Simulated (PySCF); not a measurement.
C3H2F3, SMILES F/C=C/[C](F)F, multiplicity 2.

The structure is a stationary point at r2SCAN-D4/def2-SVP. The isomer is the one that the SMILES or the coordinates give; other isomers of the formula were not compared. One conformer was computed; it need not be the lowest.

Two levels are set side by side: PBE/def2-TZVP (PySCF) and M06-2X/def2-TZVP (PySCF). Same geometry, gas phase. Differences are taken from unrounded values.

```json
[
 {"quantity": "α-spin orbital gap (eV)", "PBE": "4.01"},
 {"quantity": "β-spin orbital gap (eV)", "PBE": "4.41"},
 {"quantity": "dipole moment (D)", "PBE": "0.15"},
 {"quantity": "mean polarisability (bohr³)", "PBE": "40.9"}
]
```

Question: These are the PBE values. What does M06-2X give? (An estimate is asked for; the answer gives what the named calculation found.)

Answer: 
```
quantity                     M06-2X  PBE minus M06-2X
---------------------------  ------  ----------------
α-spin orbital gap (eV)        8.27             -4.25
β-spin orbital gap (eV)        8.83             -4.42
dipole moment (D)              0.07              0.08
mean polarisability (bohr³)    39.3               1.6
```

PBE's more diffuse valence density responds more strongly to a field. Differences between two approximate levels are no errors against the true value.

Rough cost on one machine, each run with all the roots and properties that it gave: M06-2X against PBE about 2 times.
